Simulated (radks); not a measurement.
The numbers below are computed, except where a source is named.
Question: Species: C I. Configuration: [He] 2s2 2p2. Level of theory: scalar-relativistic Kohn-Sham, Slater X-alpha with alpha = 0.729, spin-polarised, spherical densities, finite nucleus; open shells are filled with parallel spins first; Fermi nuclear charge, rms radius 2.4702 fm (a radial shooting solver on a logarithmic mesh with Libxc functionals). Some entries of the table are withheld. Estimate them.

orbital  occ.  eigenvalue (eV)  <r^2> (bohr^2)
1s up       1              (1)             (2)
1s down     1              (3)             (4)
2s up       1         -14.3947           2.917
2s down     1         -10.5170           3.274
2p up       2          -6.0401           3.839
2p down     0          -2.4703           5.690

Answer: 
(1) 1s up eigenvalue (eV): -272.5150
(2) 1s up <r^2> (bohr^2): 0.1004
(3) 1s down eigenvalue (eV): -271.2875
(4) 1s down <r^2> (bohr^2): 0.09933
